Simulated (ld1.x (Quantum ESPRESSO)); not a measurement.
**What one change does to a pseudopotential (nitrogen, ultrasoft)**

- Element: N
- Generator: ld1.x (Quantum ESPRESSO) 7.5
- Type: ultrasoft
- Functional: LDA (PZ)
- Relativity: scalar-relativistic
- Frozen core: [He]
- Valence charge: 5
- Reference configuration: 2s1.5 2p3.5
- Partial waves: 2s (bound): rcut 0.75, rcutus 0.95 bohr; 2s channel at -1 Ry: rcut 0.75, rcutus 0.95 bohr; 2p (bound): rcut 2.05, rcutus 2.40 bohr; 2p channel at 1.3 Ry: rcut 2.05, rcutus 2.40 bohr
- Local potential: all-electron potential smoothed inside 1.70 bohr (lloc = -1)
- Core correction: Bessel-smoothed model core inside 0.85 bohr
- Augmentation charge: PSQ, radius 0.75 bohr

All-electron outer shells of the reference configuration (LDA (PZ), scalar-relativistic, ld1.x):

| shell | level (eV) | outermost node (bohr) | outermost maximum (bohr) |
| --- | --- | --- | --- |
| 1s | -381.89 | – | 0.15 |
| 2s | -18.65 | 0.32 | 1.02 |
| 2p | -7.45 | – | 0.97 |

Change: augmentation PSQ, inside the norm-conserving radii.

Cutoffs: the cutoffs (Ry, on a coarse ladder) from which the occupation-weighted sum of valence levels, in a spherical-Bessel basis at the reference potential, stays within 10 and 1 mRy of its value at 400 Ry; they do not see the model core or the augmentation charge, which bear on the density cutoff. Errors are all-electron minus pseudo energies relative to the spin-unpolarised reference configuration.

What does the change do?

The potential gets neither clearly harder nor softer (25 Ry and 40 Ry → 25 Ry and 40 Ry); of the 9 tests that both files solve, the error grows in 5 and shrinks in 3 by more than 15 % and 0.3 meV (median size 22.3 → 89.5 meV); neither file shows a bound ghost.

```csv
quantity,base,changed
"cutoff, loose",25 Ry,25 Ry
"cutoff, tight",40 Ry,40 Ry
bound ghosts,none,none
"error for 2s2 2p3, meV [ΔE -5.60 eV]",+2.5,+2.1
"error for 2s2 2p2, meV [ΔE 8.14 eV]",+1.2,+49
"error for 2s2 2p1, meV [ΔE 37.11 eV]",-1.8,+255
"error for 2s1 2p3, meV [ΔE 19.59 eV]",-1.8,-7.2
"error for 2s1 2p0, meV [ΔE 161.74 eV]",+266,+1491
"error for 2s0 2p5, meV [ΔE 16.86 eV]",+22,+20
"error for 2s2 2p0, meV [ΔE 84.27 eV]",+105,+912
"error for 2s1.5 2p3.5 (spin-polarised), meV [ΔE -3.03 eV]",+165,+110
"error for 2s2 2p3 (spin-polarised), meV [ΔE -8.49 eV]",+167,+90
s: phases at 2.61 bohr within 0.05 rad from the reference energy up to (Ry; the scan ends near 5),to the end of the scan,to the end of the scan
p: phases at 2.61 bohr within 0.05 rad from the reference energy up to (Ry; the scan ends near 5),3.3,3.3
lowest overlap eigenvalue by channel,"s 0.60, p 0.82","s 0.60, p 0.82"
```
